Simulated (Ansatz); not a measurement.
Rb₂F₂⁺, relaxed as a doublet with UKS PBE0-D4/def2-TZVP in Ansatz, starting from the GFN2-xTB geometry. Force threshold 0.02 eV/Å.

In the def2 sets Rb takes a core potential; there is no spin–orbit coupling. The relaxation made no stability test and no search for a lower SCF solution. The structure comes from a short search, and lower isomers may exist.

Start:

Cartesian coordinates in Å:
```
Rb -0.284 1.433 2.532
Rb 0.309 -0.095 -1.766
F -0.090 -2.297 -1.078
F 0.064 0.959 0.312
```

```json
{"step": "1", "energy (eV)": "-6737.4338", "largest force component (eV/Å)": "1.379", "SCF passes": "54"}
{"step": "2", "energy (eV)": "-6737.8380", "largest force component (eV/Å)": "0.687", "SCF passes": "88"}
{"step": "3", "energy (eV)": "-6737.9588", "largest force component (eV/Å)": "0.284", "SCF passes": "46"}
{"step": "4", "energy (eV)": "-6738.0175", "largest force component (eV/Å)": "0.284", "SCF passes": "42"}
{"step": "5", "energy (eV)": "-6738.0636", "largest force component (eV/Å)": "0.222", "SCF passes": "37"}
{"step": "6", "energy (eV)": "-6738.1184", "largest force component (eV/Å)": "0.281", "SCF passes": "36"}
{"step": "7", "energy (eV)": "-6738.2000", "largest force component (eV/Å)": "0.429", "SCF passes": "33"}
{"step": "8", "energy (eV)": "-6738.2679", "largest force component (eV/Å)": "0.525", "SCF passes": "30"}
{"step": "9", "energy (eV)": "-6738.4302", "largest force component (eV/Å)": "0.732", "SCF passes": "33"}
{"step": "10", "energy (eV)": "-6738.6591", "largest force component (eV/Å)": "0.717", "SCF passes": "28"}
{"step": "11", "energy (eV)": "-6738.7327", "largest force component (eV/Å)": "0.791", "SCF passes": "24"}
{"step": "12", "energy (eV)": "-6738.8641", "largest force component (eV/Å)": "0.383", "SCF passes": "26"}
{"step": "13", "energy (eV)": "-6738.9822", "largest force component (eV/Å)": "0.259", "SCF passes": "27"}
{"step": "14", "energy (eV)": "-6739.0559", "largest force component (eV/Å)": "0.172", "SCF passes": "26"}
{"step": "15", "energy (eV)": "-6739.0656", "largest force component (eV/Å)": "0.026", "SCF passes": "25"}
{"step": "16", "energy (eV)": "-6739.0658", "largest force component (eV/Å)": "0.001", "SCF passes": "18"}
```

Force components are those of the run's own axes.

End:

Cartesian coordinates in Å:
```
Rb -0.396 0.365 2.423
Rb 0.396 -0.365 -2.423
F -0.141 -0.958 0.121
F 0.142 0.958 -0.121
```

Bonds formed: Rb1–F3 (atoms count from 1). The end is the same structure that another start reached, the lowest one found.

No frequencies were taken in this run, so the end may be a saddle point.

Hardware: 4 threads of Arm Neoverse V2 on a shared host. Wall time 32 s.
